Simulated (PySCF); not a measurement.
Se(Me)(OSiH3) (CH₆OSeSi), SMILES C[Se]O[SiH3].

Geometry: TPSSh-D3(BJ)/def2-SVP. The structure was generated by enumeration, and PubChem lists no compound with its InChIKey, so it may never have been made. The values are those of a single conformer.

The numbers are results of TDDFT-PBE/def2-SVPD (PySCF), not measurements.

Vertical excitations. Isolated molecule, no solvent.

```
state  energy (eV)  λ (nm)      f                          main pairs
-----  -----------  ------  -----  ----------------------------------
S1            3.23     383  0.000                     HOMO→LUMO 100 %
S2            4.80     259  0.005  HOMO→LUMO+1 80 %, HOMO→LUMO+2 19 %
S3            4.91     253  0.005                    HOMO−1→LUMO 97 %
S4            5.05     245  0.014  HOMO→LUMO+2 80 %, HOMO→LUMO+1 18 %
S5            5.48     226  0.004                    HOMO→LUMO+3 99 %
S6            5.80     214  0.021                    HOMO−2→LUMO 85 %
S7            5.82     213  0.034                    HOMO→LUMO+4 88 %
S8            6.05     205  0.013  HOMO→LUMO+5 59 %, HOMO→LUMO+6 36 %
S9            6.14     202  0.029  HOMO→LUMO+6 57 %, HOMO→LUMO+5 28 %
S10           6.19     200  0.030                    HOMO→LUMO+7 92 %
T1            2.53     490      0                     HOMO→LUMO 100 %
T2            4.41     281      0                    HOMO−1→LUMO 97 %
T3            4.43     280      0                    HOMO→LUMO+1 93 %
T4            4.78     259      0                    HOMO→LUMO+2 95 %
```
Triplets are in the Tamm–Dancoff approximation, which puts them higher than full response would, so one can lie above its singlet here.
